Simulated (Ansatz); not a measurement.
Compare A (`[OH][SnH2][SiH2]Cl`) with its isomer B (`Cl[SiH2][O][SnH3]`).

Isolated molecules relaxed with PBE0-D4/def2-TZVP in Ansatz; ΔE leaves out vibrations. CCSD(T)/CBS adds triple-zeta CCSD(T) − MP2 to the extrapolated MP2 energy (def2 sets, frozen cores). Functionals use def2-TZVPP. B3LYP here is the variant with VWN-RPA as its local correlation; programs differ in this. Elements past krypton have def2 core potentials. For Sn outer-core shells are correlated without core-valence functions, which leaves a few kJ/mol of doubt a bond. Each species was taken in one conformer, which may not be the lowest.

A:

```xyz
9

O     0.631    1.698    1.402
Sn    1.022    0.479   -0.099
Si   -1.053   -0.993   -0.508
Cl   -2.584    0.160   -1.261
H     0.516    1.242    2.239
H     2.395   -0.457    0.327
H     1.365    1.550   -1.375
H    -1.522   -1.604    0.762
H    -0.770   -2.075   -1.486
```

B:

Z-matrix (Å, degrees):
```
Si
O 1 1.609
Cl 1 2.072 2 109.9
H 1 1.481 2 111.3 3 117.7
H 1 1.481 2 111.5 3 -117.6
Sn 2 1.976 1 135.2 3 3.8
H 6 1.700 2 102.5 1 177.6
H 6 1.700 2 106.6 1 -63.2
H 6 1.701 2 106.7 1 58.4
```

**Question.** Which isomer does CCSD(T)/CBS put lower? Give the gap. (An estimate is asked.)

**Answer.** The calculation gave: B, by 111.1 kJ/mol.

**Question.** Give E(B) − E(A) in kJ/mol with PBE0-D4, B3LYP-D4, PBE-D4, B2PLYP, ωB97M-V, B3LYP, CCSD/def2-TZVPP. (Estimate.)

**Answer.** Computed: PBE0-D4 -97.7, B3LYP-D4 -109.9, PBE-D4 -87.5, B2PLYP -113.7, ωB97M-V -115.4, B3LYP -106.9, CCSD/def2-TZVPP -119.0. None reverses the order clearly.

Largest T1 diagnostic: 0.013.

In def2-TZVPP, CCSD(T) changes the Hartree–Fock value by +20.8 kJ/mol (the triples alone add +2.7 kJ/mol) and MP2 by +18.5 kJ/mol. From PBE to PBE0 (25 % exact exchange), in def2-TZVPP and without D4, E(B) − E(A) moves by −10.6 kJ/mol.
